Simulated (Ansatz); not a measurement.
One change: `[NH2][Ge][SH]` becomes `[NH2][Ge][NH2]`.

Ansatz, PBE0-D4/def2-TZVP geometries, multiplicity 1. Each molecule was computed in one conformer, which needn't be the lowest.

Scalar relativity is left out up to krypton.

```json
{"property": "HOMO energy (ωB97M-V/def2-TZVPP) / eV", "`[NH2][Ge][SH]`": "-9.00"}
{"property": "HOMO energy (PBE/def2-TZVPP) / eV", "`[NH2][Ge][SH]`": "-5.90"}
{"property": "HOMO energy (B3LYP/def2-TZVPP) / eV", "`[NH2][Ge][SH]`": "-6.76"}
{"property": "HOMO–LUMO gap (PBE0/def2-TZVPP) / eV", "`[NH2][Ge][SH]`": "5.46"}
{"property": "ideal-gas entropy at 298 K and 1 bar (rigid rotor, harmonic PBE0-D4/def2-TZVP) / J/(mol·K)", "`[NH2][Ge][SH]`": "306"}
{"property": "HOMO–LUMO gap (B3LYP/def2-TZVPP) / eV", "`[NH2][Ge][SH]`": "5.08"}
```

**Question.** Give the same properties after the change, and the shifts. (Estimate.)

**Answer.** Ansatz gave: 
| property | `[NH2][Ge][NH2]` | shift |
| --- | --- | --- |
| HOMO energy (ωB97M-V/def2-TZVPP) / eV | -9.01 | -0.01 |
| HOMO energy (PBE/def2-TZVPP) / eV | -5.57 | 0.33 |
| HOMO energy (B3LYP/def2-TZVPP) / eV | -6.66 | 0.10 |
| HOMO–LUMO gap (PBE0/def2-TZVPP) / eV | 6.22 | 0.76 |
| ideal-gas entropy at 298 K and 1 bar (rigid rotor, harmonic PBE0-D4/def2-TZVP) / J/(mol·K) | 294 | -12 |
| HOMO–LUMO gap (B3LYP/def2-TZVPP) / eV | 5.85 | 0.77 |

With PBE0 the HOMO rises by 0.13 eV and the LUMO rises by 0.89 eV, so the gap widens by about 0.76 eV. PBE moves the HOMO by 0.33 eV and ωB97M-V by -0.01 eV. The zero-point energy changes by 40.5 kJ/mol with +3 modes.

B3LYP here is the variant with VWN-RPA as its local correlation; programs differ in this.
